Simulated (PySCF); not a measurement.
Stepwise substitution at one centre (B OH-NH2). Isolated molecules, 0 K electronic values unless said otherwise. One relaxed conformer stands for each flexible species; it need not be the lowest. Strings in code marks are SMILES.

The numbers are results of CAM-B3LYP-D3(BJ)/def2-TZVP run with PySCF, not measurements. Delta-SCF ions had no search for a lower state. Excitations are Tamm–Dancoff values on a coarser integration grid. The basis has no diffuse functions, so Rydberg states are missing or too high.

```
species                                                                          HOMO–LUMO gap (eV)  T1 excitation (TDA) (eV)  S1 oscillator strength  vertical ionisation energy (Delta-SCF) (eV)
-------------------------------------------------------------------------------  ------------------  ------------------------  ----------------------  -------------------------------------------
0 of 3 OH replaced by NH2                                                                     11.55                      7.56                     ___                                          ___
1 of 3 OH replaced by NH2 (`NB(O)O` (O–B–O–H torsion 0°, O–B–O–H torsion 180°))               10.34                      6.40                   0.014                                        10.28
2 of 3 OH replaced by NH2 (`NB(N)O` (N–B–O–H torsion 180°))                                    9.68                       ___                   0.001                                         9.35
3 of 3 OH replaced by NH2                                                                      9.58                       ___                   0.000                                         9.02
```

Problem. Complete the blanks.

Solution. 
- 0 of 3 OH replaced by NH2, S1 oscillator strength: 0.000
- 0 of 3 OH replaced by NH2, vertical ionisation energy (Delta-SCF) (eV): 12.04
- 2 of 3 OH replaced by NH2 (`NB(N)O` (N–B–O–H torsion 180°)), T1 excitation (TDA) (eV): 5.92
- 3 of 3 OH replaced by NH2, T1 excitation (TDA) (eV): 5.81
